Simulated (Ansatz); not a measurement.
Reaction (ligand exchange at a Ti–Cl bond): `[OH][Ti]([F])([Cl])[Cl]` + H₂S → `[OH][Ti]([F])([SH])[Cl]` + HCl

Isolated molecules relaxed with PBE0-D4/def2-TZVP in Ansatz; ΔE leaves out vibrations. CCSD(T)/CBS adds triple-zeta CCSD(T) − MP2 to the extrapolated MP2 energy (def2 sets, frozen cores). This one scheme is used for every species. Functionals use def2-TZVPP. For Ti outer-core shells are correlated without core-valence functions, which leaves a few kJ/mol of doubt a bond. Scalar relativity is left out up to krypton. Each species was taken in one conformer, which may not be the lowest.

| level | ΔE (kJ/mol) | difference from CCSD(T)/CBS |
| --- | --- | --- |
| PBE-D4 | 49.7 | -1.5 |
| PBE0-D4 | 51.8 | 0.6 |
| ωB97M-V | 55.4 | 4.2 |
| PBE | 51.4 | 0.2 |
| r2SCAN | 55.0 | 3.8 |
| PBE0 | 53.4 | 2.2 |
| MP2/def2-TZVPP | 50.0 | -1.2 |
| SCS-MP2/def2-TZVPP | 52.5 | 1.3 |
| CCSD/def2-TZVPP | 54.7 | 3.5 |
| MP2/CBS(def2) | 49.8 | -1.4 |
| CCSD(T)/CBS | 51.2 | 0 |

Largest T1 diagnostic among the species: 0.025, so the coupled-cluster value is less sure than usual.

In def2-TZVPP, CCSD(T) changes the Hartree–Fock value by −16.6 kJ/mol (the triples alone add −3.4 kJ/mol) and MP2 by −18.0 kJ/mol.
